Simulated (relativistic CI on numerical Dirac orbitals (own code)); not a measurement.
## One change at a time: Er³⁹⁺

Base calculation: Dirac-Coulomb-Breit CI, orbitals from a KLI potential per configuration, model QED, unscaled Slater integrals.

Configurations in the expansion (outside the closed core [Ar]): 3d¹⁰4s, 3d¹⁰4p, 3d¹⁰4d, 3d¹⁰4f, 3d¹⁰5s, 3d¹⁰5p, 3d¹⁰5d, 3d¹⁰5f, 3d¹⁰5g, 3d¹⁰6s, 3d¹⁰6p, 3d¹⁰6d, 3d⁹4s², 3d¹⁰6f, 3d¹⁰7s, 3d⁹4s4p, 3d¹⁰8s, 3d⁹4s4d, 3d⁹4s4f, 3d⁹4s5s, 3d⁹4s5p, 3d⁹4s5d, 3d⁹4s5f. Double excitations out of closed p, d and f shells are left out; levels of such configurations are missing from the list, as are those of other unlisted configurations, and high levels can miss mixing partners.

Variants: (1) configuration mixing switched off; (2) QED terms removed. Shifts of the energy above 3d¹⁰4s ²S1/2, in eV, for the lowest level and the first level of each name with at least 55 % of one term (blank where a level changes its place among those of its configuration and J or its character, or is not in the variant):

| Level | Base | Δ(1) | Δ(2) |
| --- | --- | --- | --- |
| 3d¹⁰4s ²S1/2 | 0.00 | 0.00 | 0.00 |
| 3d¹⁰4p ²P°1/2 | 83.20 | +0.21 | +0.95 |
| 3d¹⁰4p ²P°3/2 | 147.75 | +0.19 | +0.87 |
| 3d¹⁰4d ²D3/2 | 278.95 | -0.05 | +1.02 |
| 3d¹⁰4d ²D5/2 | 292.58 | -0.06 | +0.98 |
| 3d¹⁰4f ²F°5/2 | 432.96 | -0.05 | +1.00 |
| 3d¹⁰4f ²F°7/2 | 436.04 | -0.05 | +0.99 |
| 3d¹⁰5s ²S1/2 | 749.71 | -0.01 | +0.52 |
| 3d¹⁰5p ²P°1/2 | 789.97 | -0.06 | +0.96 |
| 3d¹⁰5p ²P°3/2 | 820.02 | -0.04 | +0.92 |
| 3d¹⁰5d ²D3/2 | 882.06 | -0.09 | +0.99 |
| 3d¹⁰5d ²D5/2 | 888.61 | -0.08 | +0.98 |
| 3d¹⁰5f ²F°5/2 | 950.59 | -0.09 | +0.99 |
| 3d¹⁰5f ²F°7/2 | 952.42 | -0.08 | +0.98 |
| 3d¹⁰5g ²G7/2 | 982.47 | -0.07 | +0.97 |
| 3d¹⁰5g ²G9/2 | 983.19 | -0.07 | +0.97 |
| 3d¹⁰6s ²S1/2 | 1120.98 | -0.02 | +0.73 |
| 3d¹⁰6p ²P°1/2 | 1143.32 | -0.07 | +0.97 |
| 3d¹⁰6p ²P°3/2 | 1159.79 | -0.06 | +0.94 |
| 3d¹⁰6d ²D3/2 | 1194.03 | -0.08 | +0.98 |
| 3d¹⁰6d ²D5/2 | 1197.70 | -0.08 | +0.97 |
| 3d⁹4s² ²D5/2 | 1220.46 | +0.05 | -1.09 |

At this charge energies of transitions that change n are usually good to better than 1 %, and those within a shell (Δn = 0) to a few per cent.

Ionisation energy from the two ground configurations alone: base 1857.66 eV; QED terms removed 1858.64 eV. The NIST ASD value (semi-empirical) is 1858.5 eV.

LS names give the leading component of a level, which can be under half, so a name can repeat, a term be missing and a line seem to break the LS rules.
